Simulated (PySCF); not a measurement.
WS2Cl2 (singlet state).
Z-matrix (Å and degrees, PBE0-D3(BJ)/def2-SVP geometry), rows numbered from 1:
```
W 
S   1  2.1155
S   1  2.1133  2  107.36
Cl  1  2.2586  2  108.92  3  -117.30
Cl  1  2.2583  2  108.99  3   117.15
```

Method used: TDDFT B3LYP/def2-SVPD, vertical, gas phase, core orbitals frozen in the response, def2 core potentials past Kr in PySCF 2.14.0, density-fitted response routines. Spin–orbit coupling is left out.

```csv
state,E (eV),λ (nm),ν̃ (cm⁻¹),f,"main configurations (H = HOMO, L = LUMO)"
S1,2.72,456.5,21910,0.0093,H→L (95%)
S2,2.75,451.1,22170,0.0016,H→L+1 (98%)
S3,3.46,358.4,27900,0.0000,H-1→L (92%)
S4,3.55,348.9,28660,0.011,H-2→L (96%)
S5,3.57,347.6,28770,0.0000,H→L+2 (93%)
S6,3.89,318.4,31400,0.0010,"H-2→L+1 (60%), H→L+3 (37%)"
S7,4.01,309.5,32310,0.0067,"H-1→L+1 (70%), H-3→L (15%), H→L+4 (11%)"
S8,4.33,286.6,34890,0.0005,"H→L+4 (52%), H-3→L (41%)"
S9,4.37,283.6,35260,0.014,"H-1→L+2 (50%), H→L+3 (29%), H-2→L+1 (13%)"
S10,4.43,280.0,35720,0.0064,"H-2→L+2 (38%), H→L+4 (32%), H-3→L (18%)"
```

Triplets (Tamm–Dancoff): T1 2.29 eV, H→L (96%); T2 2.49 eV, H→L+1 (98%); T3 3.10 eV, H-1→L+1 (81%), H-2→L+2 (10%); T4 3.19 eV, H-1→L (82%), H→L+2 (13%).

The lowest singlet comes at 456 nm (262 kJ/mol) in the visible; it is weak; its leading configuration is HOMO→LUMO (95%). The most intense listed level is S9 at 4.37 eV (284 nm, f = 0.014), 1.66 eV above S1. For S1 the Löwdin share of tungsten is 6% in HOMO and 57% in LUMO (ligand-to-metal charge transfer by this measure); for S9 the Löwdin share of tungsten is at most 15% in HOMO-1 and 52% in LUMO+2. Orbital energies (eV): HOMO-3 -9.33, HOMO-2 -8.56, HOMO-1 -8.53, HOMO -7.55, LUMO -3.87, LUMO+1 -3.61, LUMO+2 -2.83. Weighted by f, the mean energy of these states is 3.79 eV. 2 computed singlets (S1 to S2) lie in the visible range (380 to 750 nm), the largest f among them at 456 nm, f = 0.0093; light of that wavelength is blue, and its complementary colour is yellow; a Tamm–Dancoff triplet lies at 542 nm, without intensity as long as spin–orbit coupling is left out. Only the lowest 10 singlets were computed, as vertical energies without vibronic structure.

Hardware: one thread of an x86-64 server (shared host). Cost: 15 s wall, 11 s CPU.
